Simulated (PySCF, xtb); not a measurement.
B(H)(Cl)(NMe2) (C2H7BClN), SMILES CN(C)BCl.

GFN2-xTB run with xtb 6.7.1 at its own geometry gives an orbital gap of 5.33 eV and a dipole moment of 3.73 D.

Coordinates come from a B3LYP-D3(BJ)/def2-SVP optimisation. This is a generated structure with no PubChem entry under its InChIKey; it may be hypothetical. The values are those of a single conformer.

Task: What does PySCF with M06-2X/def2-TZVP give? (An estimate is asked for; the answer gives what the named calculation found.)

Result: gap 9.68 eV (levels -8.72 and 0.97 eV), dipole 2.87 D.
